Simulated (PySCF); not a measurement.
BrHOSe, SMILES O[Se]Br.

Coordinates come from a B3LYP-D3(BJ)/def2-TZVP optimisation. One conformer was computed; it need not be the lowest.

All values below come from TDA-B3LYP/def2-SVPD in PySCF.

Vertical excitations. Isolated molecule, no solvent.

Computed lowest excited states:
```json
[
 {"state": "S1", "energy (eV)": "2.64", "λ (nm)": "469", "f": "0.001", "main pairs": "HOMO→LUMO 99 %"},
 {"state": "S2", "energy (eV)": "3.70", "λ (nm)": "335", "f": "0.001", "main pairs": "HOMO→LUMO+1 98 %"},
 {"state": "S3", "energy (eV)": "4.53", "λ (nm)": "274", "f": "0.002", "main pairs": "HOMO−1→LUMO 99 %"},
 {"state": "S4", "energy (eV)": "4.92", "λ (nm)": "252", "f": "0.001", "main pairs": "HOMO−2→LUMO 97 %"},
 {"state": "S5", "energy (eV)": "5.56", "λ (nm)": "223", "f": "0.009", "main pairs": "HOMO−1→LUMO+1 62 %, HOMO−3→LUMO 36 %"},
 {"state": "S6", "energy (eV)": "5.70", "λ (nm)": "217", "f": "0.011", "main pairs": "HOMO→LUMO+2 99 %"},
 {"state": "S7", "energy (eV)": "6.01", "λ (nm)": "206", "f": "0.009", "main pairs": "HOMO−2→LUMO+1 90 %"},
 {"state": "S8", "energy (eV)": "6.19", "λ (nm)": "200", "f": "0.024", "main pairs": "HOMO−3→LUMO+1 84 %"},
 {"state": "S9", "energy (eV)": "6.58", "λ (nm)": "188", "f": "0.213", "main pairs": "HOMO−3→LUMO 36 %, HOMO−1→LUMO+1 26 %, HOMO−5→LUMO 13 %, HOMO−3→LUMO+1 8 %"},
 {"state": "S10", "energy (eV)": "6.69", "λ (nm)": "185", "f": "0.021", "main pairs": "HOMO→LUMO+3 98 %"},
 {"state": "T1", "energy (eV)": "1.93", "λ (nm)": "642", "f": "0", "main pairs": "HOMO→LUMO 99 %"},
 {"state": "T2", "energy (eV)": "2.95", "λ (nm)": "421", "f": "0", "main pairs": "HOMO→LUMO+1 96 %"},
 {"state": "T3", "energy (eV)": "3.91", "λ (nm)": "317", "f": "0", "main pairs": "HOMO−1→LUMO 99 %"},
 {"state": "T4", "energy (eV)": "4.32", "λ (nm)": "287", "f": "0", "main pairs": "HOMO−2→LUMO 99 %"}
]
```
Triplets are in the Tamm–Dancoff approximation.
